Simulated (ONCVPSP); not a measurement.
**Scattering properties, ONCV potential for cerium (Ce)**

Ce, optimised norm-conserving Vanderbilt (ONCV), made with ONCVPSP 4.0.1 (LDA (Perdew-Wang 92), scalar-relativistic). Core [Kr] 4d10 5s2, reference 4f1 5p6 5d1 6s1.75 6p0.25. Waves: 6s: rc 3.75 bohr, ncon 4, nbas 8, qcut 1.4 1/bohr, 2 projectors, debl 1.3 Ha; 5p+6p: rc 2.80 bohr, ncon 4, nbas 7, qcut 4.9 1/bohr, 3 projectors, debl 0.7 Ha; 5d: rc 3.80 bohr, ncon 5, nbas 9, qcut 4.3 1/bohr, 2 projectors, debl 2.1 Ha; 4f: rc 1.10 bohr, ncon 4, nbas 9, qcut 16.9 1/bohr, 2 projectors, debl 1.5 Ha. Local part: polynomial inside 0.90 bohr (lpopt 5, dvloc0 1 Ha). Core correction: Teter function, fcfact 4, rcfact 1.2.

The phase is arctan(r·R′/R) of the radial function R(r), unwrapped; energies in Ha, scanned from -2 to 5 Ha. A pole is an energy at which the radial function vanishes at the test radius. The pseudo phase is shifted by a multiple of π to meet the all-electron one at the reference energy, and phase errors are pseudo minus all-electron; the curves can meet again beyond the range given. Levels narrower than the energy grid can be missing from the lists of poles. Where the grid stepped over a known ghost or core level, its pole and its step of π were put in at the level’s energy. n/a: not evaluated, since a narrow level or a reset projector energy made the automatic matching unsafe.

For each channel, where are the poles, and over which energies does the pseudopotential scatter like the atom?

```
channel  radius (bohr)  reference energy (Ha)  poles, all-electron       poles, pseudo  unbroken range about the reference energy with phases within 0.05 rad  phase error 1 Ha above the reference energy (rad)
      s           3.81                  -0.15           0.42, 2.67    0.42, 2.13, 3.63                                                                    n/a                                                n/a
      p           2.84                  -0.06          -0.71, 2.40  -0.71, -0.32, 2.40                                                             above -0.3                                             +0.000
      d           3.86                  -0.13     0.01, 1.50, 3.90    0.01, 1.50, 3.97                                                              below 4.9                                             +0.001
      f           1.12                  -0.22                 1.77                1.77                                                        the whole range                                             +0.000
```

Note: ghosts flagged at negative energy: s at -381.4 eV, s at -52.1 eV, p at -8.7 eV; no localised positive-energy state flagged. A true bound ghost makes a file unfit for plane-wave use.

Phases in the f channel:

```tsv
E (Ha)	all-electron	pseudo
-1.98	0.467	0.467
-1.80	0.338	0.338
-1.62	0.186	0.186
-1.44	0.012	0.012
-1.26	-0.177	-0.177
-1.08	-0.369	-0.369
-0.90	-0.553	-0.553
-0.72	-0.717	-0.717
-0.54	-0.859	-0.859
-0.36	-0.978	-0.978
-0.18	-1.078	-1.078
0.00	-1.161	-1.161
0.18	-1.231	-1.231
0.36	-1.291	-1.291
0.54	-1.342	-1.342
0.72	-1.387	-1.387
0.90	-1.427	-1.427
1.08	-1.462	-1.462
1.26	-1.494	-1.494
1.44	-1.523	-1.523
1.62	-1.550	-1.550
1.80	-1.575	-1.575
1.98	-1.599	-1.599
2.16	-1.621	-1.621
2.34	-1.643	-1.643
2.52	-1.665	-1.665
2.70	-1.685	-1.685
2.88	-1.706	-1.706
3.06	-1.727	-1.727
3.24	-1.748	-1.748
3.42	-1.770	-1.770
3.60	-1.792	-1.792
3.78	-1.815	-1.815
3.96	-1.840	-1.840
4.14	-1.866	-1.866
4.32	-1.894	-1.893
4.50	-1.924	-1.923
4.68	-1.957	-1.956
4.86	-1.994	-1.993
```
